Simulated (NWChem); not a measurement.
System: CaHSF; SMILES [F][Ca][SH]

Here is an NWChem input.

```
start job
memory heap 200 mb stack 900 mb global 1100 mb
geometry units angstroms noautosym nocenter noautoz
  Ca     0.119568     0.505066    -0.014990
  F     -0.536693     2.347145     0.025590
  S     -0.305609    -2.063685    -0.047947
  H      1.015824    -2.360047    -0.073458
end
basis spherical bse
  * library x2c-svpall-s
end
relativistic
  zora on
  zora:cutoff 1d-30
end
dft
  xc pbe0
  grid fine
  iterations 150
end
property
  shielding
end
task dft property
```

Output (shortened):

```
             Northwest Computational Chemistry Package (NWChem) 7.3.0
             --------------------------------------------------------

                             Geometry "geometry" -> ""
                             -------------------------

 Output coordinates in angstroms (scale by  1.889725989 to convert to a.u.)

  No.       Tag          Charge          X              Y              Z
 ---- ---------------- ---------- -------------- -------------- --------------
    1 Ca                  20.0000     0.11956800     0.50506600    -0.01499000
    2 F                    9.0000    -0.53669300     2.34714500     0.02559000
    3 S                   16.0000    -0.30560900    -2.06368500    -0.04794700
    4 H                    1.0000     1.01582400    -2.36004700    -0.07345800

 Effective nuclear repulsion energy (a.u.)     141.7176083857

                              NWChem Property Module
                              ----------------------

  itol2e modified to match energy
  convergence criterion.

                                 NWChem DFT Module
                                 -----------------

 Summary of "ao basis" -> "ao basis" (spherical)
 ------------------------------------------------------------------------------
       Tag                 Description            Shells   Functions and Types
 ---------------- ------------------------------  ------  ---------------------
 Ca                       x2c-svpall-s              11       27   5s4p2d
 F                        x2c-svpall-s               8       18   4s3p1d
 S                        x2c-svpall-s               9       21   4s4p1d
 H                        x2c-svpall-s               4        8   2s2p

  itol2e modified to match energy
  convergence criterion.

            General Information
            -------------------
          SCF calculation type: DFT
          Wavefunction type:  closed shell.
          No. of atoms     :     4
          No. of electrons :    46
           Alpha electrons :    23
            Beta electrons :    23
          Charge           :     0
          Spin multiplicity:     1
          Use of symmetry is: off; symmetry adaption is: off
          Maximum number of iterations: 150
          AO basis - number of functions:    74
                     number of shells:    32
          Convergence on energy requested:  1.00D-07
          Convergence on density requested:  1.00D-05
          Convergence on gradient requested:  5.00D-04

              XC Information
              --------------
                         PBE0 Method XC Functional
                     Hartree-Fock (Exact) Exchange  0.250
          PerdewBurkeErnzerhof Exchange Functional  0.750
            Perdew 1991 LDA Correlation Functional  1.000 local
           PerdewBurkeErnz. Correlation Functional  1.000 non-local

             Grid Information
             ----------------
          Grid used for XC integration:  fine
          Radial quadrature: Mura-Knowles
          Angular quadrature: Lebedev.
          Tag              B.-S. Rad. Rad. Pts. Rad. Cut. Ang. Pts.
          ---              ---------- --------- --------- ---------
          Ca                  1.80      140          12.0       974
          F                   0.50       70          12.0       590
          S                   1.00      123          12.0       770
          H                   0.35       60          13.0       590
          Grid pruning is: on
          Number of quadrature shells:   393
          Spatial weights used:  Erf1

      Superposition of Atomic Density Guess
      -------------------------------------

 Sum of atomic energies:       -1173.10684315
          Performing ZORA calculations
          ----------------------------

       Generating atomic ZORA corrections
       ----------------------------------

      Superposition of Atomic Density Guess
      -------------------------------------

 Sum of atomic energies:       -1173.10684315

      Non-variational initial energy
      ------------------------------

 Total energy =   -1173.141162
 1-e energy   =   -1897.231133
 2-e energy   =     582.372362
 HOMO         =      -0.329474
 LUMO         =      -0.116954

   convergence    iter        energy       DeltaE   RMS-Dens  Diis-err
 ---------------- ----- ----------------- --------- --------- ---------
 d= 0,ls=0.0,diis     1  -1181.5300313756 -1.32D+03  3.21D-02  1.41D+00
 d= 0,ls=0.0,diis     2  -1181.1562042327  3.74D-01  2.18D-02  5.64D+00
 d= 0,ls=0.0,diis     3  -1181.6502419558 -4.94D-01  3.81D-03  5.02D-02
 d= 0,ls=0.0,diis     4  -1181.6535210954 -3.28D-03  1.74D-03  1.35D-02
 d= 0,ls=0.0,diis     5  -1181.6554402722 -1.92D-03  2.48D-04  2.33D-04
  Resetting Diis
 d= 0,ls=0.0,diis     6  -1181.6554656910 -2.54D-05  4.56D-05  1.17D-05
 d= 0,ls=0.0,diis     7  -1181.6554674440 -1.75D-06  2.50D-05  7.07D-07
 d= 0,ls=0.0,diis     8  -1181.6554675150 -7.10D-08  9.66D-06  9.40D-07

      Commencing ZORA Property Calculations
      -------------------------------------

(nogshift,skip_gshiftAOev,done_Fji)=( 1,F,T)

         Total DFT energy =    -1181.655467515017
      One electron energy =    -1910.210414619233
           Coulomb energy =      659.630145879100
    Exchange-Corr. energy =      -72.792807160581
 Nuclear repulsion energy =      141.717608385698

       Scaling correction =        2.262609726317

 Numeric. integr. density =       46.000000128579

                       DFT Final Molecular Orbital Analysis
                       ------------------------------------

[...]

          -----------------------------------------
          Chemical Shielding Tensors (GIAO, in ppm)
          -----------------------------------------

                                NWChem CPHF Module
                                ------------------

  scftype          =     RHF
  nclosed          =       23
  nopen            =        0
  variables        =     1173
  # of vectors     =        3
  tolerance        = 0.10D-03
  level shift      = 0.00D+00
  max iterations   =       50
  max subspace     =       30

 SCF residual:    3.4943743168384066E-004

Iterative solution of linear equations
  No. of variables     1173
  No. of equations        3
  Maximum subspace       30
        Iterations       50
       Convergence  1.0D-04

   iter   nsub   residual    time
   ----  ------  --------  ---------
     1      3    6.00D-01      45.3
     2      6    2.63D-02      47.5
     3      9    2.89D-03      49.7
     4     12    2.58D-04      51.9
     5     15    8.63D-06      54.0

      Atom:    1  Ca
        Diamagnetic
   1419.7612     -0.1360     -0.0284
     -0.1360   1424.5196      0.1025
     -0.0284      0.1025   1418.1394

        Paramagnetic
   -509.6310    -28.2693     -0.8134
    -28.2693    -37.9370      8.2276
     -0.8134      8.2276   -530.0383

        Total Shielding Tensor
    910.1302    -28.4053     -0.8417
    -28.4053   1386.5826      8.3302
     -0.8417      8.3302    888.1010

           isotropic =    1061.6046
          anisotropy =     490.2080

          Principal Components and Axis System
                 1           2           3
             1388.4100    908.4485    887.9553

      1        -0.0593      0.9981      0.0179
      2         0.9981      0.0596     -0.0157
      3         0.0167     -0.0169      0.9997

      Atom:    2  F
        Diamagnetic
    443.4291    -17.3941     -0.4030
    -17.3941    479.0493      0.9866
     -0.4030      0.9866    436.1912

        Paramagnetic
   -343.5654   -117.0305     -2.8963
   -117.0305    -45.1574      7.7320
     -2.8963      7.7320   -404.5746

        Total Shielding Tensor
     99.8637   -134.4245     -3.2993
   -134.4245    433.8918      8.7187
     -3.2993      8.7187     31.6165

           isotropic =     188.4573
          anisotropy =     439.5073

          Principal Components and Axis System
                 1           2           3
              481.4622     52.4885     31.4213

      1        -0.3323      0.9430      0.0164
      2         0.9429      0.3326     -0.0162
      3         0.0207     -0.0101      0.9997

      Atom:    3  S
        Diamagnetic
   1054.7039      0.3783     -0.0784
      0.3783   1058.7148      0.1370
     -0.0784      0.1370   1049.3751

        Paramagnetic
   -358.9758    -22.4570      0.2918
    -22.4570   -235.0099      1.6552
      0.2918      1.6552   -318.4260

        Total Shielding Tensor
    695.7281    -22.0787      0.2134
    -22.0787    823.7049      1.7922
      0.2134      1.7922    730.9491

           isotropic =     750.1274
          anisotropy =     115.9660

          Principal Components and Axis System
                 1           2           3
              827.4380    730.9246    692.0195

      1        -0.1653      0.0158      0.9861
      2         0.9861     -0.0155      0.1655
      3         0.0180      0.9998     -0.0130

      Atom:    4  H
        Diamagnetic
     39.2397     -7.3547     -0.4340
     -7.3547     28.3223      0.2595
     -0.4340      0.2595     18.9946

        Paramagnetic
     -0.1687      2.9739      0.1812
      2.9739      2.6359     -0.1346
      0.1812     -0.1346      8.3806

        Total Shielding Tensor
     39.0710     -4.3808     -0.2528
     -4.3808     30.9582      0.1249
     -0.2528      0.1249     27.3752

           isotropic =      32.4681
          anisotropy =      12.7841

          Principal Components and Axis System
                 1           2           3
               40.9908     29.0443     27.3692

      1         0.9162      0.4005      0.0158
      2        -0.4003      0.9163     -0.0155
      3        -0.0207      0.0079      0.9998
```

Level: PBE0/x2c-SVPall-s, scalar ZORA without spin-orbit coupling, GIAO. Coordinates come from a PBE0/def2-SVP optimisation. The printed shielding anisotropy is the first printed principal value minus the mean of the other two.
